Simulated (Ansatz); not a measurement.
Reaction (ligand exchange at a B–C bond): `B[C](=C)[AlH][F]` + `[OH][GeH3]` → `B[O][GeH3]` + `C=[CH][AlH][F]`

Calculated with Ansatz (gas phase, PBE0-D4/def2-TZVP geometries, no zero-point term in ΔE). CBS: MP2 limit from def2 TZ/QZ plus the TZ coupled-cluster correction, frozen cores. Functionals use def2-TZVPP. B3LYP here is the variant with VWN-RPA as its local correlation; programs differ in this. HSE06 is defined as in plane-wave codes. For Ge outer-core shells are correlated without core-valence functions, which leaves a few kJ/mol of doubt a bond. Scalar relativity is left out up to krypton. Each species was taken in one conformer, which may not be the lowest.

`B[C](=C)[AlH][F]`:

Cartesian coordinates in Å:
```
B 0.101 -1.609 0.323
C 0.045 -0.123 -0.098
C 0.411 0.170 -1.362
Al -0.494 1.380 1.002
F -0.956 1.142 2.568
H -0.196 -1.972 1.424
H 0.455 -2.427 -0.483
H 0.413 1.183 -1.769
H 0.731 -0.607 -2.059
H -0.510 2.862 0.454
```

`[OH][GeH3]`:

Cartesian coordinates in Å:
```
O -0.451 -1.082 -0.713
Ge 0.187 0.395 0.055
H -0.822 -1.698 -0.078
H 0.722 1.227 -1.112
H 1.308 0.028 1.047
H -0.944 1.130 0.800
```

`B[O][GeH3]`:

Z-matrix (Å, degrees):
```
Ge
O 1 1.798
H 1 1.533 2 105.9
H 1 1.535 2 108.2 3 -120.7
H 1 1.533 2 105.9 3 118.7
B 2 1.341 1 126.3 3 120.4
H 6 1.201 2 117.9 1 -179.9
H 6 1.208 2 120.9 1 0.1
```

`C=[CH][AlH][F]`:

Z-matrix (Å, degrees):
```
C
C 1 1.336
H 1 1.089 2 121.9
H 1 1.089 2 123.0 3 -180.0
Al 2 1.926 1 117.9 3 0.0
H 2 1.089 1 117.5 3 -180.0
F 5 1.652 2 120.4 1 179.9
H 5 1.578 2 121.7 1 -0.1
```

```json
{"level": "LDA (SPW92)", "ΔE (kJ/mol)": "-131.3", "difference from CCSD(T)/CBS": "-3.6"}
{"level": "PBE-D4", "ΔE (kJ/mol)": "-125.2", "difference from CCSD(T)/CBS": "2.5"}
{"level": "revPBE-D4", "ΔE (kJ/mol)": "-121.8", "difference from CCSD(T)/CBS": "5.9"}
{"level": "BLYP-D4", "ΔE (kJ/mol)": "-131.1", "difference from CCSD(T)/CBS": "-3.4"}
{"level": "r2SCAN-D4", "ΔE (kJ/mol)": "-129.2", "difference from CCSD(T)/CBS": "-1.5"}
{"level": "B97M-V", "ΔE (kJ/mol)": "-129.2", "difference from CCSD(T)/CBS": "-1.5"}
{"level": "PBE0-D4", "ΔE (kJ/mol)": "-124.6", "difference from CCSD(T)/CBS": "3.1"}
{"level": "B3LYP-D4", "ΔE (kJ/mol)": "-131.1", "difference from CCSD(T)/CBS": "-3.4"}
{"level": "r2SCAN0-D4", "ΔE (kJ/mol)": "-128.4", "difference from CCSD(T)/CBS": "-0.7"}
{"level": "HSE06-D4", "ΔE (kJ/mol)": "-124.6", "difference from CCSD(T)/CBS": "3.1"}
{"level": "BHLYP-D4", "ΔE (kJ/mol)": "-131.8", "difference from CCSD(T)/CBS": "-4.1"}
{"level": "CAM-B3LYP-D4", "ΔE (kJ/mol)": "-135.1", "difference from CCSD(T)/CBS": "-7.4"}
{"level": "ωB97M-V", "ΔE (kJ/mol)": "-130.4", "difference from CCSD(T)/CBS": "-2.7"}
{"level": "B2PLYP", "ΔE (kJ/mol)": "-132.4", "difference from CCSD(T)/CBS": "-4.7"}
{"level": "PBE", "ΔE (kJ/mol)": "-126.5", "difference from CCSD(T)/CBS": "1.2"}
{"level": "revPBE", "ΔE (kJ/mol)": "-124.9", "difference from CCSD(T)/CBS": "2.8"}
{"level": "BLYP", "ΔE (kJ/mol)": "-133.8", "difference from CCSD(T)/CBS": "-6.1"}
{"level": "r2SCAN", "ΔE (kJ/mol)": "-129.6", "difference from CCSD(T)/CBS": "-1.9"}
{"level": "PBE0", "ΔE (kJ/mol)": "-125.8", "difference from CCSD(T)/CBS": "1.9"}
{"level": "B3LYP", "ΔE (kJ/mol)": "-133.2", "difference from CCSD(T)/CBS": "-5.5"}
{"level": "r2SCANh", "ΔE (kJ/mol)": "-129.3", "difference from CCSD(T)/CBS": "-1.6"}
{"level": "r2SCAN0", "ΔE (kJ/mol)": "-128.8", "difference from CCSD(T)/CBS": "-1.1"}
{"level": "HSE06", "ΔE (kJ/mol)": "-125.7", "difference from CCSD(T)/CBS": "2.0"}
{"level": "BHLYP", "ΔE (kJ/mol)": "-133.5", "difference from CCSD(T)/CBS": "-5.8"}
{"level": "CAM-B3LYP", "ΔE (kJ/mol)": "-136.3", "difference from CCSD(T)/CBS": "-8.6"}
{"level": "LC-ωPBE", "ΔE (kJ/mol)": "-130.9", "difference from CCSD(T)/CBS": "-3.2"}
{"level": "RPA@PBE/def2-TZVPP", "ΔE (kJ/mol)": "-129.8", "difference from CCSD(T)/CBS": "-2.1"}
{"level": "HF/def2-SVP", "ΔE (kJ/mol)": "-140.9", "difference from CCSD(T)/CBS": "-13.2"}
{"level": "MP2/def2-SVP", "ΔE (kJ/mol)": "-144.6", "difference from CCSD(T)/CBS": "-16.9"}
{"level": "CCSD/def2-SVP", "ΔE (kJ/mol)": "-146.6", "difference from CCSD(T)/CBS": "-18.9"}
{"level": "CCSD(T)/def2-SVP", "ΔE (kJ/mol)": "-146.6", "difference from CCSD(T)/CBS": "-18.9"}
{"level": "HF/def2-TZVPP", "ΔE (kJ/mol)": "-133.4", "difference from CCSD(T)/CBS": "-5.7"}
{"level": "MP2/def2-TZVPP", "ΔE (kJ/mol)": "-128.4", "difference from CCSD(T)/CBS": "-0.7"}
{"level": "SCS-MP2/def2-TZVPP", "ΔE (kJ/mol)": "-130.6", "difference from CCSD(T)/CBS": "-2.9"}
{"level": "CCSD/def2-TZVPP", "ΔE (kJ/mol)": "-131.5", "difference from CCSD(T)/CBS": "-3.8"}
{"level": "CCSD(T)/def2-TZVPP", "ΔE (kJ/mol)": "-130.7", "difference from CCSD(T)/CBS": "-3.0"}
{"level": "HF/def2-QZVPP", "ΔE (kJ/mol)": "-133.9", "difference from CCSD(T)/CBS": "-6.2"}
{"level": "MP2/def2-QZVPP", "ΔE (kJ/mol)": "-126.8", "difference from CCSD(T)/CBS": "0.9"}
{"level": "HF/CBS(def2)", "ΔE (kJ/mol)": "-133.9", "difference from CCSD(T)/CBS": "-6.2"}
{"level": "CCSD/CBS(def2)", "ΔE (kJ/mol)": "-128.5", "difference from CCSD(T)/CBS": "-0.8"}
{"level": "CCSD(T)/CBS", "ΔE (kJ/mol)": "-127.7", "difference from CCSD(T)/CBS": "0"}
```

**Question.** What do rigid-rotor, harmonic-oscillator terms from PBE0-D4/def2-TZVP frequencies (298.15 K, 1 bar) make of the CCSD(T)/CBS value? (Best estimate.)

**Answer.** Computed: ΔZPE = +4.1 kJ/mol, ΔH = -125.4 kJ/mol, ΔS = -15 J/(mol·K), ΔG = -121.0 kJ/mol. Modes under 50 cm⁻¹ make the entropy rough.

Largest T1 diagnostic among the species: 0.013.

Leaving LDA and LC-ωPBE aside and taking each functional with its dispersion term where it has one, the values spread over 13.3 kJ/mol, from CAM-B3LYP-D4 to revPBE-D4. LDA lies −4.9 kJ/mol from PBE without D4. At CCSD(T), def2-SVP lies −18.9 kJ/mol from the extrapolated value and def2-TZVPP −3.0 kJ/mol.
